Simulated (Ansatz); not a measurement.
# One step, several reactants

1,2-elimination: in every member these bonds form or tighten: H–O; these break or loosen: H–O, O–Si. Only the spectator groups change.

Gas-phase electronic energies, without zero-point energy, by CCSD(T) at an estimated basis limit (MP2 extrapolated from triple and quadruple zeta, plus CCSD(T) − MP2 in triple zeta); Ansatz 0.2.0, def2-TZVPP and QZVPP, frozen cores, on PBE0-D4/def2-TZVP structures. Extrapolation: Hartree–Fock as exp(−7.88 √X), correlation as X^−2.97. All energies, in kJ/mol, count from the reactant; the end structure is reached by relaxing down from the saddle. Brackets give SMILES, or, where every atom is bracketed, only which atoms are joined. Steps whose reference was doubtful or whose search ended elsewhere are left out.

| reactants | products | saddle | end structure | saddle by PBE-D4/TZ |
| --- | --- | --- | --- | --- |
| SiH₄O₂ ([OH][SiH2][OH]) | SiH₂O ([O][SiH2]) + H₂O, still joined by a dative O–Si bond | 222.7 | 213.0 | 194.1 |
| SiH₂Cl₂O₂ ([OH][Si]([OH])([Cl])[Cl]) | SiCl₂O ([O][Si]([Cl])[Cl]) + H₂O, still joined by a dative O–Si bond | ? | 209.8 | 197.5 |
| SiH₄O₄ ([OH][Si]([OH])([OH])[OH]) | SiH₂O₃ ([O][Si]([OH])[OH]) + H₂O, still joined by a dative O–Si bond | 226.3 | 212.2 | 195.5 |
| SiN₂H₆O₂ ([NH2][Si]([NH2])([OH])[OH]) | SiN₂H₄O ([NH2][Si]([NH2])[O]) + H₂O, still joined by a dative O–Si bond | 213.1 | 202.6 | 182.6 |

(1) What is the height of the saddle for SiH₂Cl₂O₂ ([OH][Si]([OH])([Cl])[Cl])? (Judge from chemistry; the value comes from the calculation.)

(2) How do the PBE-D4 saddles lie against the coupled-cluster estimate?

No T1 diagnostic of these runs exceeds 0.016.

For scale, one of the runs: CCSD(T)/def2-TZVPP, 250 basis functions, launched by `ansatz run in.yaml --threads 8 --pin off --events-out ev --progress --plain --max-ram 19148MiB`. The run took 62 s on 8 CPU threads of a Oxide Virtual Turin-like (shared host), with 5.6 GiB of host memory at its peak.

## Answers

(1) By the calculation: 228.4 kJ/mol relative to the reactant, the highest of the series.

(2) All lower, by 28.6 to 31.0 kJ/mol.
